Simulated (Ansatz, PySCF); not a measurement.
Gas-phase reaction (SMILES): Cl[Si]Br → [Si]Br + Cl atom; the Cl-Si bond at the site shown breaks (other sites are not compared here).

Each molecule is optimised on its own at B3LYP-D3(BJ)/def2-TZVP (Ansatz, a first-principles code). Valence correlation only, unless marked. UHF or UKS for open shells. No spin-orbit coupling. Frozen are the shells of the preceding noble gas and the d and f shells that filled before the atom's block. No relativistic terms. CBS(X,Y): correlation extrapolated as X^-3; Hartree-Fock from the larger set. Unstable Hartree-Fock reference: Cl[Si]Br. Thermal terms are rigid-rotor harmonic-oscillator values from B3LYP-D3(BJ) frequencies (PySCF) at 298.15 K and 1 atm. 1 Eh = 627.5095 kcal/mol. Atoms have translation alone.

```csv
species,"E, CCSD(T)/CBS(def2-TZVPP,def2-QZVPP) (Ansatz) (Eh)","E, PBE/def2-TZVPD (Ansatz) (Eh)",H - E (Eh)
Cl[Si]Br,-3321.59143,-3323.21996,0.00733
[Si]Br,-2861.71657,-2863.09390,0.00453
Cl atom,-459.70849,-459.95933,0.00236
```

Question: Work out ΔE and ΔH at 298.15 K at the first level, then ΔH at the second.

Answer: 
1. ΔE = [(-2861.71657) + (-459.70849)] - [(-3321.59143)] = 0.16637 Eh = 104.4 kcal/mol at CCSD(T)/CBS(def2-TZVPP,def2-QZVPP).
2. The terms H - E add up to -0.00044 Eh, so ΔH = (0.16637 + (-0.00044))×627.5095 = 104.1 kcal/mol.
3. At PBE/def2-TZVPD the same steps give ΔE = 104.6 and ΔH = 104.3 kcal/mol, a shift of +0.2 from the first level.
4. These values are not checked against measurement here, since the tables used lack a sound gas-phase enthalpy of formation for at least one species.
